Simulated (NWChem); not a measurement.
Molecule: SnH₂S, singlet; SMILES [SH][SnH]

Program: NWChem. Low-valent species are run as closed-shell singlets; no triplet was tried in these runs. All runs use the structure optimised with PBE0/def2-SVP. def2 effective core potentials on Sn; no spin-orbit coupling. Ions are spin-unrestricted doublets at the neutral geometry; other ion states weren't tried.

```csv
level,"vertical ionisation energy, ΔSCF (eV)",−ε(HOMO) (eV),ΔSCF minus −ε(HOMO) (eV)
B3LYP/def2-SVPD,[?],[?],[?]
PBE/def2-SVPD,8.88,5.91,2.97
LRC-wPBEh/def2-SVPD,9.02,8.63,0.39
BHandHLYP/def2-SVPD,9.00,7.74,1.26
Hartree-Fock/def2-SVPD,8.24,8.98,-0.74
```

What belongs in the gaps?


- B3LYP/def2-SVPD, vertical ionisation energy, ΔSCF (eV): 9.05
- B3LYP/def2-SVPD, −ε(HOMO) (eV): 6.73
- B3LYP/def2-SVPD, ΔSCF minus −ε(HOMO) (eV): 2.32
